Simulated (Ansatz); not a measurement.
The cluster Cu4Te2⁺. Charge 1, multiplicity 2. Geometry PBE-D4/def2-SVP; atoms count from 1.

```tsv
atom	x (Å)	y (Å)	z (Å)
Cu1	-0.5302	1.1820	-0.3807
Cu2	1.1037	-0.7659	-0.1368
Cu3	-1.4041	-1.2193	-0.2046
Cu4	-0.3935	-0.0851	1.8269
Te5	-0.2649	-0.5044	-2.2864
Te6	1.4890	1.3927	1.1816
```

In the def2 sets Te takes a core potential; there is no spin–orbit coupling. No other spin state of charge 1 was run. Another isomer (doublet) lies 0.63 eV lower at PBE0-D4/def2-SVP; other spin states weren't run for this one.

(1) Estimate the Mulliken populations from the PBE0/def2-SVP orbitals of Ansatz.

(2) Where does the spin sit?

(3) And the Mayer bond orders between bonded heavy atoms (over 0.3)?

Results:

(1) 
```
atom  charge (e)  spin (α − β)  d electrons
 Cu1        0.16          0.09         9.72
 Cu2        0.16          0.09         9.72
 Cu3        0.23         -0.01         9.80
 Cu4        0.23         -0.01         9.80
 Te5        0.11          0.42            –
 Te6        0.11          0.42            –
```
Mulliken values and Mayer orders depend strongly on the basis.

(2) Summed by element: Cu 0.15, Te 0.85, of 1 unpaired in all. Largest on single atoms: Te6 0.42, Te5 0.42, Cu2 0.09.

(3) Cu1–Te5 0.71 (2.56 Å); Cu1–Te6 0.71 (2.56 Å); Cu2–Te5 0.71 (2.56 Å); Cu2–Te6 0.71 (2.56 Å); Cu3–Te5 0.86 (2.48 Å); Cu4–Te6 0.85 (2.48 Å).
